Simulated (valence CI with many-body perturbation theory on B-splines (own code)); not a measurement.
The numbers below are computed, except where a source is named.
**Hyperfine factors and g values of Co14+**

Level of theory: valence CI with perturbative core correlation (CI+MBPT): three valence electrons over a frozen Dirac-Fock core [Ne], a basis of 11 s, 11 p, 9 d, 7 f, 5 g, 2 h, 1 i functions for each j, with the one-electron correlation potential Σ1 (screened to all orders), the two-electron term Σ2, the three-electron term Σ3, Breit, model QED; selected single and double excitations, second order for the rest (own B-spline code, finite nucleus).

No measured levels were compared; by estimate levels of excited configurations hold to 0.05 to 0.15 % of their energy, terms of the ground configuration to about 0.5 %.

A/g_I is the dipole constant over the nuclear g factor μ/I (μ in nuclear magnetons, uniformly magnetised nucleus), B/Q the quadrupole constant per barn. Both hold the static response of the core; the bare values leave it out. Large factors of s and p1/2 electrons are usually good to 5 to 10 %; those of open d and f shells near neutrality can be off by tens of per cent, and small factors of p3/2, d and f electrons come from cancelling terms and can be off by a factor of two or in sign, in half-filled shells by more. B is blank for J = 1/2, where it vanishes, and for nearly pure S terms. Energies count from the lowest level.

Names give the largest LS component (configuration and term), which can be under half, so a name can repeat, a term be missing and a line seem to break the LS rules; names also repeat where a configuration has a term twice. Letters in brackets count levels of one name in rising energy.

```csv
Level,E (cm⁻¹),g,A/g_I (MHz),A/g_I bare,B/Q (MHz/b),B/Q bare
3s2 3p 2P°_1/2,0,0.664,28400,26900,,
3s2 3p 2P°_3/2,22999,1.333,5680,5590,9950,9510
3s 3p2 4P_1/2,242020,2.658,55100,52800,,
3s 3p2 4P_3/2,251640,1.731,24500,23500,8150,7780
3s 3p2 4P_5/2,263140,1.589,25600,24500,-9640,-9210
3s 3p2 2D_3/2,322770,0.806,-5320,-4870,12600,12100
3s 3p2 2D_5/2,325830,1.211,24500,23300,17600,16900
3s 3p2 2S_1/2,391110,1.646,68800,65000,,
3s 3p2 2P_1/2,418020,1.032,42400,39800,,
3s 3p2 2P_3/2,426950,1.328,-5120,-4390,-10000,-9580
3s2 3d 2D_3/2,506220,0.799,731,944,2750,2770
3s2 3d 2D_5/2,508790,1.200,3930,3960,3850,3870
3p3 2D°_3/2,619150,0.890,2420,2340,3600,3470
3p3 2D°_5/2,624450,1.199,10800,10500,-2970,-2800
3p3 4S°_3/2,633210,1.899,-1860,-704,,
3s 3p 3d 4F°_3/2,687410,0.416,-9790,-9190,5010,4900
3p3 2P°_1/2,690380,0.665,24400,22800,,
3s 3p 3d 4F°_5/2,692380,1.032,7710,7520,4100,4040
3p3 2P°_3/2,695330,1.331,3460,3730,-3390,-3240
3s 3p 3d 4F°_7/2,699670,1.240,12500,12100,6100,5990
3s 3p 3d 4F°_9/2,710040,1.333,13300,12800,12000,11700
3s 3p 3d 4P°_5/2,738790,1.507,15200,14700,4430,4390
3s 3p 3d 4D°_3/2,741430,1.386,10000,9910,2680,2600
3s 3p 3d 4D°_1/2,743020,0.295,-28000,-26300,,
3s 3p 3d 4D°_7/2,754490,1.425,16100,15600,-7270,-6850
3s 3p 3d 4P°_1/2,755350,2.373,50900,48600,,
3s 3p 3d 4D°_5/2,755430,1.424,16300,15800,-5100,-4930
3s 3p 3d 4P°_3/2,755680,1.521,19600,18900,-3360,-3320
3s 3p 3d 2D°_3/2 [a],769210,0.821,-11100,-10300,-5220,-4920
3s 3p 3d 2D°_5/2 [a],770080,1.227,19000,18100,-6920,-6530
3s 3p 3d 2F°_5/2 [a],797060,0.866,7850,7510,9900,9650
3s 3p 3d 2F°_7/2 [a],815130,1.142,1170,1390,11900,11600
3s 3p 3d 2P°_3/2 [a],863170,1.288,11900,11500,2300,2290
3s 3p 3d 2P°_1/2 [a],873300,0.664,-23100,-21600,,
3s 3p 3d 2F°_7/2 [b],875450,1.143,14000,13400,11800,11500
3s 3p 3d 2F°_5/2 [b],878930,0.861,-6470,-5890,10200,9920
3s 3p 3d 2P°_1/2 [b],898440,0.663,1550,1680,,
3s 3p 3d 2D°_3/2 [b],899960,1.027,12400,11800,-328,-195
3s 3p 3d 2P°_3/2 [b],903370,1.148,2230,2470,-4800,-4580
3s 3p 3d 2D°_5/2 [b],903940,1.194,-2960,-2420,-7480,-7050
```

(1) Take the isotope of mass number 60, with I = 5, μ = 3.799 μN and Q = 0.46 b. What is the hyperfine structure of 3s 3p2 2D_5/2?

## Answers

(1) From the table A = 18600 MHz, B = 8100 MHz. Shifts from the centre of gravity in MHz: F = 5/2: -275000, F = 7/2: -213000, F = 9/2: -131000, F = 11/2: -30200, F = 13/2: 91400, F = 15/2: 235000.
